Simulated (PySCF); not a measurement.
# Telling isomers of C₆H₉NSi apart by NMR

- NMR shieldings at PBE0/pcSseg-1/GIAO
- coordinates at the GFN2-xTB level
- code: PySCF 2.14.0 with density-fitted response routines
- gas phase, non-relativistic Hamiltonian, one conformer, averaged over atoms made equivalent by symmetry, fast rotation or ring inversion

Shifts are taken against calculated references (same method and geometry level): $^{1}$H and $^{13}$C against TMS. Where no couplings were computed, multiplicities follow the n + 1 count of equivalent neighbours, and m marks all less simple cases (inequivalent or close neighbours, rings, F or P nearby). Shifts are as computed. Against solution values, carbons near 30 ppm lie about +3 ppm off and those near 130 ppm about +5 ppm. Of 1211 compounds with measured shifts, 218 miss one by over three times the rms of a fit or turn the order of signals round; such compounds aren't used in these exercises.

(1) Tabulate the signals of `C=C1CN(C2=CC2)[SiH2]1`, `C[SiH2][C@@H]1C=C[C@@H]1C#N`, `C=C[SiH2]n1cccc1` and their relative energies.

(2) What is the quickest way to tell C=C1CN(C2=CC2)[SiH2]1 from C[SiH2][C@@H]1C=C[C@@H]1C#N?

(3) What is the quickest way to tell C=C1CN(C2=CC2)[SiH2]1 from C=C[SiH2]n1cccc1?

(4) What is the quickest way to tell C[SiH2][C@@H]1C=C[C@@H]1C#N from C=C[SiH2]n1cccc1?

## Answers

(1) 
```tsv
SMILES	carbon types	δC	δH	E rel. (kcal/mol)
C=C1CN(C2=CC2)[SiH2]1	2×C 1×CH 3×CH2	152.9, 132.8, 129.2, 69.2, 64.7, 12.2	6.13 (br s, 1H), 5.95 (br s, 1H), 5.71 (s, 2H), 5.11 (t, 1H), 4.85 (s, 2H), 1.52 (m, 2H)	66.5
C[SiH2][C@@H]1C=C[C@@H]1C#N	1×C 4×CH 1×CH3	153.6, 139.0, 123.6, 36.9, 30.8, -8.2	6.52 (m, 1H), 6.16 (m, 1H), 4.27 (m, 1H), 4.25 (m, 1H), 3.64 (m, 1H), 2.70 (m, 1H), 0.40 (m, 3H)	31.8
C=C[SiH2]n1cccc1	5×CH 1×CH2	143.7, 142.6, 127.7, 117.9	6.75 (m, 2H), 6.63 (m, 2H), 6.54 (m, 1H), 6.35 (m, 1H), 6.09 (m, 1H), 5.40 (d, 2H)	0.0
```

Energies are electronic energies at PBE0/pcSseg-1 on these geometries, without zero-point or thermal terms, each for the one conformer computed, which needn't be the lowest.

(2) Both give the same number of carbon signals, but DEPT or the intensities differ. The first has a terminal =CH2 carbon at 132.8 ppm, the second an alkene CH at 153.6 ppm. Their most deshielded carbons lie at 152.9 and 153.6 ppm.

(3) Count the carbon signals: 6 against 4. The first has a fully substituted alkene carbon (C) at 152.9 ppm, the second an alkene CH at 142.6 ppm. Their most deshielded carbons lie at 152.9 and 143.7 ppm. In the proton spectra the most deshielded non-exchanging signals are 6.13 (br s, 1H) and 6.75 (m, 2H).

(4) Count the carbon signals: 6 against 4. The first has a nitrile carbon (C) at 123.6 ppm, the second a terminal =CH2 carbon at 143.7 ppm. Their most deshielded carbons lie at 153.6 and 143.7 ppm.
